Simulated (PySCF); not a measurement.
3-ethenylthietane (C₅H₈S), SMILES C=CC1CSC1.

Geometry optimised at B3LYP-D3(BJ)/def2-SVP. The values are those of a single conformer.

Level of theory: M06-2X/def2-TZVP in PySCF.

Symmetry labels are those of the subgroup Cs that the program uses (full group Cs).

Computed valence orbital energies around the gap with their symmetry:
```tsv
orbital	symmetry	energy (eV)
HOMO−7	A"	-12.92
HOMO−6	A"	-12.47
HOMO−5	A'	-12.34
HOMO−4	A'	-11.06
HOMO−3	A"	-10.67
HOMO−2	A'	-9.44
HOMO−1	A"	-8.89
HOMO	A'	-7.55
LUMO	A"	0.36
LUMO+1	A"	1.77
LUMO+2	A'	1.88
LUMO+3	A'	2.21
```
